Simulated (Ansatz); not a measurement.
Reaction (ligand exchange at a B–C bond): `BC([SiH3])B[SiH3]` + `C[SeH]` → `C[Se]B[SiH3]` + `BC[SiH3]`

Calculated with Ansatz (gas phase, PBE0-D4/def2-TZVP geometries, no zero-point term in ΔE). CBS: MP2 limit from def2 TZ/QZ plus the TZ coupled-cluster correction, frozen cores. DFT in def2-TZVPP. B3LYP here is the variant with VWN-RPA as its local correlation; programs differ in this. For Se outer-core shells are correlated without core-valence functions, which leaves a few kJ/mol of doubt a bond. Scalar relativity is left out up to krypton. One conformer a species, not always the lowest.

| level | ΔE (eV) |
| --- | --- |
| B3LYP-D4 | -0.79 |
| ωB97X-V | -0.73 |
| PBE | -0.82 |
| MP2/def2-TZVPP | -0.80 |
| SCS-MP2/def2-TZVPP | -0.81 |
| CCSD/def2-TZVPP | -0.80 |
| CCSD(T)/def2-TZVPP | -0.79 |
| HF/def2-QZVPP | -0.89 |

Q: What does CCSD(T)/CBS give? (Estimate.)

A: Ansatz gave: -0.79 eV. The listed levels differ from it by 0.00, 0.06, -0.03, -0.01, -0.02, -0.01, 0.00, -0.10 eV.

Largest T1 diagnostic among the species: 0.014.

In def2-TZVPP, CCSD(T) changes the Hartree–Fock value by +0.11 eV (the triples alone add +0.01 eV) and MP2 by +0.11 eV. The D4 term adds +0.10 eV with B3LYP and +0.06 eV with PBE0; it sums over pairs of atoms, weighted by their polarisabilities, and B3LYP, whose exchange is more repulsive, gets the larger term.
